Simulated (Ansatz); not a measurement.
Reaction (ligand exchange at the Si–O bond): `O[SiH2][AlH2]` + CH₃NH₂ → `CN[SiH2][AlH2]` + H₂O

Isolated molecules relaxed with PBE0-D4/def2-TZVP in Ansatz; ΔE leaves out vibrations. CBS: MP2 limit from def2 TZ/QZ plus the TZ coupled-cluster correction, frozen cores. This one scheme is used for every species. Each species was taken in one conformer, which may not be the lowest.

| species | MP2/CBS(def2) energy (Eh) |
| --- | --- |
| `O[SiH2][AlH2]` | -609.23070 |
| CH₃NH₂ | -95.71376 |
| `CN[SiH2][AlH2]` | -628.56382 |
| H₂O | -76.36589 |

Work out ΔE.

ΔE = (-628.56382) + (-76.36589) − (-609.23070) − (-95.71376) = 0.01475 Eh = +38.7 kJ/mol. CCSD(T)/CBS gives +40.0 kJ/mol.

Largest T1 diagnostic among the species: 0.012.

In def2-TZVPP, CCSD(T) changes the Hartree–Fock value by −16.0 kJ/mol (the triples alone add −2.5 kJ/mol) and MP2 by −17.2 kJ/mol. The D4 term adds −8.0 kJ/mol with B3LYP and −4.6 kJ/mol with PBE0; it sums over pairs of atoms, weighted by their polarisabilities, and B3LYP, whose exchange is more repulsive, gets the larger term.

B3LYP here is the variant with VWN-RPA as its local correlation; programs differ in this.
